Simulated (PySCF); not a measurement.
Isomers of C3H10F3NSi2, mass 173.030 u with the commonest isotopes. Method: PBE0/pcSseg-1 in PySCF (dipole) on a GFN2-xTB geometry, gas phase. One conformer each, none proved a minimum here; rigid rotors.

Question: Order these by rotational constant C, smallest first.
A. `[CH3:1][CH2:2][NH:3][Si@@H:4]([SiH3:5])[C:6]([F:7])([F:8])[F:9]` with C1–C2–N3–Si4 83°, C2–N3–Si4–Si5 57°
B. `[CH3:1][SiH2:2][SiH2:3][NH:4][CH2:5][C:6]([F:7])([F:8])[F:9]` with C1–Si2–Si3–N4 173°, Si2–Si3–N4–C5 -170°, Si3–N4–C5–C6 -82°
C. `[CH3:1][Si@:2]([NH2:3])([CH2:4][SiH3:5])[C:6]([F:7])([F:8])[F:9]` with C1–Si2–N3–H -70° and 76°, C1–Si2–C4–Si5 -69°
D. `[CH3:1][Si@@:2]([NH2:3])([SiH3:4])[CH2:5][C:6]([F:7])([F:8])[F:9]` with C1–Si2–N3–H -169° and 54°, C1–Si2–C5–C6 -89°
E. `[CH3:1][Si@@H:2]([SiH3:3])[NH:4][CH2:5][C:6]([F:7])([F:8])[F:9]` with C1–Si2–N4–C5 -170°, Si2–N4–C5–C6 -76°
F. `[CH3:1][CH2:2][NH:3][SiH2:4][SiH2:5][C:6]([F:7])([F:8])[F:9]` with C1–C2–N3–Si4 79°, C2–N3–Si4–Si5 52°, N3–Si4–Si5–C6 172°
G. `[F:1][C:2]([F:3])([F:4])[SiH2:5][NH:6][CH2:7][CH2:8][SiH3:9]` with C2–Si5–N6–C7 179°, Si5–N6–C7–C8 -78°, N6–C7–C8–Si9 -58°

Answer: B (405.0 MHz), F (459.3 MHz), G (469.2 MHz), E (540.9 MHz), A (573.3 MHz), D (690.2 MHz), C (746.4 MHz).

Question: Order these by out-of-plane moment Σ m c² = (Ia + Ib − Ic)/2, smallest first.
A. `[F:1][C:2]([F:3])([F:4])[SiH2:5][NH:6][CH2:7][CH2:8][SiH3:9]` with C2–Si5–N6–C7 179°, Si5–N6–C7–C8 -78°, N6–C7–C8–Si9 -58°
B. `[CH3:1][Si@@:2]([NH2:3])([SiH3:4])[CH2:5][C:6]([F:7])([F:8])[F:9]` with C1–Si2–N3–H -169° and 54°, C1–Si2–C5–C6 -89°
C. `[CH3:1][N:2]([SiH3:3])[CH2:4][SiH2:5][C:6]([F:7])([F:8])[F:9]` with C1–N2–C4–Si5 -66°, N2–C4–Si5–C6 180°
D. `[CH3:1][Si@@H:2]([SiH3:3])[NH:4][CH2:5][C:6]([F:7])([F:8])[F:9]` with C1–Si2–N4–C5 -170°, Si2–N4–C5–C6 -76°
E. `[CH3:1][CH2:2][NH:3][SiH2:4][SiH2:5][C:6]([F:7])([F:8])[F:9]` with C1–C2–N3–Si4 79°, C2–N3–Si4–Si5 52°, N3–Si4–Si5–C6 172°
F. `[CH3:1][Si@:2]([NH2:3])([CH2:4][SiH3:5])[C:6]([F:7])([F:8])[F:9]` with C1–Si2–N3–H -70° and 76°, C1–Si2–C4–Si5 -69°
G. `[CH3:1][CH2:2][NH:3][Si@@H:4]([SiH3:5])[C:6]([F:7])([F:8])[F:9]` with C1–C2–N3–Si4 83°, C2–N3–Si4–Si5 57°
H. `[CH3:1][SiH2:2][SiH2:3][NH:4][CH2:5][C:6]([F:7])([F:8])[F:9]` with C1–Si2–Si3–N4 173°, Si2–Si3–N4–C5 -170°, Si3–N4–C5–C6 -82°

Answer: H (64.59 u·Å²), D (70.12 u·Å²), G (73.05 u·Å²), A (75.74 u·Å²), C (77.70 u·Å²), E (81.41 u·Å²), B (118.73 u·Å²), F (130.90 u·Å²).

Question: Order these by dipole moment, largest first.
A. `[CH3:1][Si@:2]([NH2:3])([CH2:4][SiH3:5])[C:6]([F:7])([F:8])[F:9]` with C1–Si2–N3–H -70° and 76°, C1–Si2–C4–Si5 -69°
B. `[F:1][C:2]([F:3])([F:4])[SiH2:5][NH:6][CH2:7][CH2:8][SiH3:9]` with C2–Si5–N6–C7 179°, Si5–N6–C7–C8 -78°, N6–C7–C8–Si9 -58°
C. `[CH3:1][CH2:2][NH:3][SiH2:4][SiH2:5][C:6]([F:7])([F:8])[F:9]` with C1–C2–N3–Si4 79°, C2–N3–Si4–Si5 52°, N3–Si4–Si5–C6 172°
D. `[CH3:1][CH2:2][NH:3][Si@@H:4]([SiH3:5])[C:6]([F:7])([F:8])[F:9]` with C1–C2–N3–Si4 83°, C2–N3–Si4–Si5 57°
E. `[CH3:1][Si@@H:2]([SiH3:3])[NH:4][CH2:5][C:6]([F:7])([F:8])[F:9]` with C1–Si2–N4–C5 -170°, Si2–N4–C5–C6 -76°
F. `[CH3:1][SiH2:2][SiH2:3][NH:4][CH2:5][C:6]([F:7])([F:8])[F:9]` with C1–Si2–Si3–N4 173°, Si2–Si3–N4–C5 -170°, Si3–N4–C5–C6 -82°
G. `[CH3:1][N:2]([SiH3:3])[CH2:4][SiH2:5][C:6]([F:7])([F:8])[F:9]` with C1–N2–C4–Si5 -66°, N2–C4–Si5–C6 180°

Answer: C (4.19 D), A (3.63 D), B (3.41 D), D (3.26 D), G (2.81 D), E (2.06 D), F (1.86 D).

| SMILES | point group | Ia (u·Å²) | Ib (u·Å²) | Ic (u·Å²) | κ | μa (D) | μb (D) | μc (D) |
| --- | --- | --- | --- | --- | --- | --- | --- | --- |
| C[SiH2][SiH2]NCC(F)(F)F | C1 | 155.19 | 1221.88 | 1247.91 | -0.99 | 1.51 | 0.65 | 0.86 |
| CCN[Si@@H]([SiH3])C(F)(F)F | C1 | 374.11 | 653.54 | 881.54 | -0.49 | 3.25 | 0.10 | 0.27 |
| C[Si@@](N)([SiH3])CC(F)(F)F | C1 | 343.05 | 626.68 | 732.26 | -0.70 | 2.67 | 1.45 | 1.17 |
| CCN[SiH2][SiH2]C(F)(F)F | C1 | 202.73 | 1060.42 | 1100.32 | -0.98 | 4.16 | 0.33 | 0.40 |
| C[Si@](N)(C[SiH3])C(F)(F)F | C1 | 383.10 | 555.83 | 677.13 | -0.43 | 0.61 | 3.58 | 0.08 |
| CN([SiH3])C[SiH2]C(F)(F)F | C1 | 210.54 | 1037.33 | 1092.47 | -0.97 | 2.56 | 0.95 | 0.64 |
| FC(F)(F)[SiH2]NCC[SiH3] | C1 | 239.37 | 989.32 | 1077.22 | -0.95 | 3.05 | 1.45 | 0.47 |
| C[Si@@H]([SiH3])NCC(F)(F)F | C1 | 281.18 | 793.43 | 934.38 | -0.85 | 1.23 | 0.99 | 1.33 |
